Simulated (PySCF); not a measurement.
Spin-rotation constants: SMILES [CH3][GeH2]/[CH]=C/C#N, C$_{4}$H$_{7}$GeN

Geometry (Å), atoms numbered from 1 in this order:
```xyz
13

C    -2.2841    0.4436   -0.1571
Ge   -0.8717   -0.6598    0.6537
C     0.8301   -0.3484   -0.2502
C     1.9027    0.1817    0.3401
C     3.1088    0.4148   -0.3498
N     4.0858    0.6027   -0.9209
H    -2.0518    1.4996   -0.0441
H    -2.3753    0.2273   -1.2188
H    -3.2449    0.2522    0.3123
H    -0.6890   -0.3476    2.1132
H    -1.2105   -2.1194    0.5385
H     0.8989   -0.6059   -1.3010
H     1.8966    0.4597    1.3877
```

Computed with GIAO B3LYP/pcSseg-1 magnetisability, rotational g tensor and spin-rotation constants, non-relativistic, gas phase (PySCF 2.14.0). Geometry: GFN2-xTB.

The calculation is non-relativistic, which matters for the atoms heavier than Zn.

Task: Give the nuclear spin-rotation constants along the inertial axes (H = +C I·J) beside the isotropic shieldings.

Result: Rotational constants 8.8084, 0.8555, 0.8119 GHz. A star marks the isotopologue with that one atom substituted, in its own axes.
```
atom  isotope  Caa (kHz)  Cbb (kHz)  Ccc (kHz)  mean (kHz)  σ (ppm)
  N6      14N      0.585      0.186      0.177       0.316    -53.3
  H7       1H     -0.891     -0.063     -0.037      -0.331     31.4
  H8       1H     -1.006     -0.061     -0.028      -0.365     31.3
  H9       1H      0.040     -0.093     -0.096      -0.049     31.4
 H10       1H     -0.798     -0.051     -0.003      -0.284     27.8
 H11       1H     -0.639     -0.047     -0.017      -0.234     27.5
 H12       1H     -0.781     -0.058      0.046      -0.264     24.4
 H13       1H     -0.873     -0.058      0.029      -0.300     25.9
  C1     13C*      0.933      0.104      0.093       0.377    186.4
 Ge2    73Ge*     -2.357     -0.242     -0.240      -0.946   1434.2
  C3     13C*      4.063      0.191      0.362       1.539     14.9
  C4     13C*      3.359      0.181      0.265       1.268     60.1
  C5     13C*      0.356      0.372      0.351       0.360     61.1
```
For the geometry as given, no vibrational averaging.

Task: How do the rotational constants and the g tensor change when H7, H8, H9, H10, H11, H12, H13 are replaced by deuterium?

Result: Constants 6.4850, 0.8087, 0.7645 GHz; g -0.0359, -0.0120, -0.0143, against -0.0482, -0.0124, -0.0152 before.
